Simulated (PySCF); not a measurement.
Cl2H2O2Ti, SMILES [OH][Ti]([OH])([Cl])[Cl], multiplicity 1.

Coordinates come from a ωB97X-D3(BJ)/def2-SVP optimisation. A frequency run showed that this geometry is not a minimum. The multiplicity is an assumed one; no other spin state was optimised. The structure was generated by enumeration; whether it is a known compound was not checked. One conformer was computed; it need not be the lowest.

Two levels are set side by side: PBE/def2-TZVP (PySCF) and B3LYP/def2-TZVP (PySCF). Same geometry, gas phase. Differences are taken from unrounded values.

```csv
quantity,B3LYP,PBE,PBE minus B3LYP
orbital gap (eV),5.92,4.19,-1.73
highest occupied level (eV),-8.53,-7.41,1.12
lowest empty level (eV),-2.60,-3.22,-0.61
dipole moment (D),4.60,4.58,-0.02
mean polarisability (bohr³),67.0,69.4,2.4
```

Without exact exchange PBE keeps part of each electron's self-repulsion, which lifts occupied levels and narrows the gap. PBE's more diffuse valence density responds more strongly to a field. Differences between two approximate levels are no errors against the true value.

Rough cost on one machine, each run with all the roots and properties that it gave: B3LYP against PBE within a factor of 2.
